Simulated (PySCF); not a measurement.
Species: C₂H₉BS.
SMILES: `[BH3-][S+](C)C`

Computed with PySCF at wB97X-D/def2-SVPD, non-relativistic, on one gas-phase PBE0-D3(BJ)/def2-SVP geometry that isn't relaxed in the solvent. The solvent is an IEF-PCM continuum (Bondi radii, 1.10 Å for H, scaled by 1.2), and excitations are vertical TDDFT with non-equilibrium linear response and a frozen core. The model holds no explicit solvent molecules, cavitation or dispersion.

| run | E − E(gas) (kcal/mol) | HOMO (eV) | HOMO–LUMO gap (eV) | dipole (D) | lowest singlet (eV) | static polarisability (au) |
| --- | --- | --- | --- | --- | --- | --- |
| gas | 0.00 | -9.71 | 11.56 | 4.74 | 7.08 | 66.4 |
| P | -6.86 | -9.78 | 11.91 | 6.20 | 7.27 | 89.7 |
| Q | -5.18 | -9.76 | 11.88 | 5.82 | 7.22 | 82.8 |

**Question.** The runs were made in acetone and chloroform. Which run belongs to which solvent?

**Answer.** P = acetone, Q = chloroform. The dielectric constants are 4.711 (chloroform), 20.49 (acetone), and the energy falls further as ε rises. The optical constants n² used for the excitations are 2.09, 1.85 in the same order. In this model the ground state sees the solvent through ε alone.

**Question.** How constant is the ratio of the lowering to (ε − 1)/(2ε + 1)?

**Answer.** 
```csv
solvent,(ε − 1)/(2ε + 1),E − E(gas) (kcal/mol),ratio (kcal/mol),polarisation term (kcal/mol)
chloroform,0.356,-5.18,-14.6,-6.06
acetone,0.464,-6.86,-14.8,-8.43
```

The ratio changes by +1.5 % in size from chloroform to acetone. The polarisation term is half the interaction of the solute with the induced surface charges.

wB97X-D is run here without its empirical dispersion term; that term would change no orbital, density or response property at a fixed geometry.
